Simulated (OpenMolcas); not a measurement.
Tl+: from CASSCF to CASPT2

| Item | Value |
| --- | --- |
| Program | OpenMolcas |
| Basis | ANO-RCC-VTZP [8s7p5d3f2g] |
| Scalar Hamiltonian | DKH2, point nucleus |
| Active space | 2 electrons in 4 orbitals (6s 6p) |
| State averaging | 2S+1 = 3 even, 3 roots; 2S+1 = 1 even, 7 roots kept (CI in the orbitals of an earlier block); 2S+1 = 3 odd, 3 roots; 2S+1 = 1 odd, 3 roots kept (CI in the orbitals of an earlier block) |
| Spin-orbit coupling | state interaction with AMFI integrals over the reference wave functions, term energies averaged over their components |

Methods on the same reference wave functions:
A. CASSCF
B. SS-CASPT2, IPEA 0.25 Eh, imaginary shift 0.1 Eh (closed shells correlated: 5d)
C. MS-CASPT2, IPEA 0.25 Eh, imaginary shift 0.1 Eh (closed shells correlated: 5d)

Energies in cm-1 above 6s2 1S0, the measured ground level; measured values from NIST Handbook of Basic Atomic Spectroscopic Data.

```tsv
Level	A	B	C	Measured
6s2 1S0	0.0	0.0	0.0	0.0
6s 6p 3P* 0	42984	49470	50200	49451
6s 6p 3P* 1	45553	51600	52340	52394
6s 6p 3P* 2	52619	59100	59840	61728
6s 6p 1P* 1	78295	71830	72560	75663
6p2 3P0	113070	119650	120400	
6p2 3P1	118260	125600	126340	
6p2 1S0	147527	146540	148000
```

Deviations, from unrounded energies. A percentage is the sum of absolute deviations over the sum of measured energies, with the sign that they share, or ± where signs differ.

| Against measurement | Levels | A | B | C |
| --- | --- | --- | --- | --- |
| mean absolute deviation (cm-1) | 4 | 6300 | 1800 | 1400 |
| other configurations (%) | 4 | ±10.5 | ±3.0 | ±2.4 |

C lies closest to measurement on these levels and A furthest from it. The largest miss of C in the table is 6s 6p 1P* 1, by -3100 cm-1. The ranking rests on the paired levels alone, and a cruder setting can come out closer through cancelling errors.

Between B and C the level of the table that moves most is 6p2 1S0, by 1500 cm-1 (lowest in B, highest in C). Moves below CASPT2's spread within the term are not significant.

The lowest spin-free term lies below A's lowest term by 0.405 hartree in B, 0.409 hartree in C.

Over all roots computed the reference weight is 0.87 to 0.93 in B, 0.87 to 0.93 in C; the roots of lowest weight are the least certain, and an intruder state may touch them. Terms from blocks run as CI alone lack orbitals of their own. The ¹D term of p² mixes with s d, which this space lacks. Spin-orbit splittings of 6p shells tend to come out small when the coupling is added on scalar orbitals. Computed and measured levels are paired by configuration, term and J; levels that our copy of the source lacks, or whose pairing is in doubt (as where it misses far off the trend of its configuration), stay unpaired and out of the deviations. Only configurations of the active space appear. The table leaves out levels that lie high or whose names do not pair safely across all columns.

* marks odd parity.
